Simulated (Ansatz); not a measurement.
The cluster Be₂Cl₄. Charge 0, multiplicity 3. Geometry r2SCAN-D4/def2-SVP, that of the neutral singlet.

```xyz
6

Be    0.316   -1.128   -0.612
Be   -0.313    1.129    0.612
Cl    0.571   -0.562    1.330
Cl   -0.759    2.697    1.466
Cl   -0.560    0.567   -1.332
Cl    0.745   -2.703   -1.463
```

At PBE-D4/def2-TZVP the gap within one spin of the charge 0 triplet nearly closes, so an electron or hole may be smeared out by delocalisation error. At PBE0-D4/def2-TZVP a singlet of charge 0 lies 7.06 eV below the triplet at the same geometry. The structure comes from a short search, and lower isomers may exist.

Problem. Estimate the α-spin orbital energies around the gap (eV) in Ansatz with PBE-D4/def2-TZVP, r2SCAN-D4/def2-TZVP, PBE0-D4/def2-TZVP.

Solution. 
```csv
orbital,PBE-D4/def2-TZVP,r2SCAN-D4/def2-TZVP,PBE0-D4/def2-TZVP
HOMO−5,-9.03,-9.46,-10.67
HOMO−4,-8.91,-9.30,-10.16
HOMO−3,-8.86,-9.09,-9.85
HOMO−2,-8.65,-9.02,-9.63
HOMO−1,-8.54,-8.85,-9.52
HOMO,-1.62,-1.64,-2.50
LUMO,-1.45,-0.90,-0.68
LUMO+1,-1.29,-0.88,-0.19
LUMO+2,-0.23,0.26,0.61
LUMO+3,0.18,0.71,1.11
LUMO+4,0.36,0.96,1.24
LUMO+5,1.70,2.25,2.55
β HOMO,-8.45,-8.72,-9.10
β LUMO,-8.31,-8.49,-8.12
```
